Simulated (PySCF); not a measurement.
C2H11NSi3, SMILES [SiH3][C@@H]1[SiH2]CN1[SiH3].

The structure is a stationary point at PBE-D3(BJ)/def2-SVP. The structure was generated by enumeration; whether it is a known compound was not checked.

Calculation: TDA-ωB97X/def2-SVPD (PySCF 2.14.0).

Vertical excitations. Gas-phase values at a fixed geometry.

**Question.** List the lowest excited states. (Estimate from the structure and the level; the computed values follow.)

**Answer.** 
```tsv
state	energy (eV)	λ (nm)	f	main pairs
S1	5.72	217	0.010	HOMO→LUMO+1 68 %, HOMO→LUMO 15 %
S2	5.80	214	0.001	HOMO→LUMO 76 %, HOMO→LUMO+1 15 %
S3	6.75	184	0.038	HOMO→LUMO+4 43 %, HOMO→LUMO+5 26 %, HOMO→LUMO+6 15 %
S4	6.78	183	0.022	HOMO→LUMO+2 59 %, HOMO→LUMO+5 15 %, HOMO→LUMO+1 12 %
S5	7.19	172	0.013	HOMO→LUMO+8 29 %, HOMO→LUMO+5 27 %, HOMO→LUMO+6 14 %, HOMO−1→LUMO 10 %
S6	7.26	171	0.031	HOMO−1→LUMO 51 %, HOMO−2→LUMO 24 %
T1	5.46	227	0	HOMO→LUMO+1 62 %, HOMO→LUMO+2 21 %
T2	5.69	218	0	HOMO→LUMO 87 %
```
Triplets are in the Tamm–Dancoff approximation.
